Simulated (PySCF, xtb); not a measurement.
CH3BF2S, SMILES CSB(F)F.

GFN2-xTB run with xtb at its own geometry gives an orbital gap of 4.68 eV and a dipole moment of 2.43 D.

Geometry optimised at B3LYP-D3(BJ)/def2-SVP. Other conformers were not sampled.

### Question
What does PBE/def2-TZVP run with PySCF give? (Estimate from the structure and the level; the computed values follow.)

### Answer
gap 5.71 eV (levels -6.49 and -0.78 eV), dipole 2.11 D.
